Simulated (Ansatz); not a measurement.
System: sum formula SiN₂H₅, charge 0, multiplicity 2. It need not be the lowest isomer of its formula. SMILES: [NH][SiH2]N
Geometry from a B3LYP-D3(BJ)/def2-TZVP (Ansatz, a first-principles code) optimisation:
```xyz
8

Si     0.0786    -0.4127    -0.1326
N      1.2213     0.8471    -0.5594
N     -1.2669     0.1086     0.7844
H      0.8092    -1.4214     0.6767
H     -0.4387    -0.9926    -1.3984
H      2.0149     0.5031    -1.1078
H     -1.1618     0.3544     1.7562
H     -2.0048     0.6441     0.3544
```
Charge 0, spin multiplicity 2.

Atomisation energy built up term by term with Ansatz (kcal/mol; UHF references for open shells; valence terms freeze the core; atomic spin-orbit terms are left out). Basis-set limits of correlation are two-point, X^-3; Hartree-Fock from the larger set (for Q and 5 zeta extrapolated as (X+1)exp(-9√X)).

```csv
term,basis,kcal/mol
Hartree-Fock,"CBS(cc-pV(Q+d)Z,cc-pV(5+d)Z)",413.36
CCSD correlation,"CBS(cc-pV(Q+d)Z,cc-pV(5+d)Z)",175.99
(T),"CBS(cc-pV(Q+d)Z,cc-pV(5+d)Z)",8.86
core correlation,cc-pwCVTZ,1.06
scalar relativity (X2C),cc-pVTZ-DK against cc-pVTZ,-1.20
sum: De,,598.1
```

(T) makes 1.5 % of the CCSD(T) atomisation energy; under 5 % is typical of single-reference molecules.
